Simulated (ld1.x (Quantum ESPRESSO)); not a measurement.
# potassium (K): PAW pseudisation with PBEsol, fully relativistic reference atom.

ld1.x (Quantum ESPRESSO) 7.5 input, shortened:

```
&input
   title='K', zed=19., rel=2, dft='PBESOL', iswitch=3,
   config='[Ar] 3d-2 4s0.5 4p0.5', rel_dist='average'
 /
 &inputp
   pseudotype=3, lpaw=.true., tm=.true., lloc=-1, rcloc=3.10,
   nlcc=.true.,
   which_augfun='BESSEL', rmatch_augfun=2.30
 /
6
4S  1  0   0.50   0.00  3.15  3.35  0.0
4S  1  0   0.00   2.20  3.15  3.35  0.0
4P  2  1   0.50   0.00  3.15  4.25  0.0
4P  2  1   0.00   3.55  3.15  4.25  0.0
3D  3  2  -2.00  -0.05  2.65  3.30  0.0
3D  3  2  -2.00   1.70  2.65  3.30  0.0
 &test
   configts(1)='4s0.5 4p0.5'
 /
```

Open shells are filled in proportion to 2j + 1 (rel_dist='average').

All-electron outer shells of the reference configuration (PBEsol, scalar-relativistic, ld1.x):

```json
{"shell": "3p", "level (eV)": "-19.55", "outermost node (bohr)": "0.45", "outermost maximum (bohr)": "1.15"}
{"shell": "4s", "level (eV)": "-2.63", "outermost node (bohr)": "1.58", "outermost maximum (bohr)": "4.18"}
{"shell": "4p", "level (eV)": "-1.11", "outermost node (bohr)": "1.87", "outermost maximum (bohr)": "5.86"}
```

Question: Does this generation succeed?

Answer: No. ld1.x (Quantum ESPRESSO) 7.5 stopped with "new_paw_hamiltonian: negative rho": the spherical valence density built from the smooth waves and the augmentation charge turned negative at some radius.
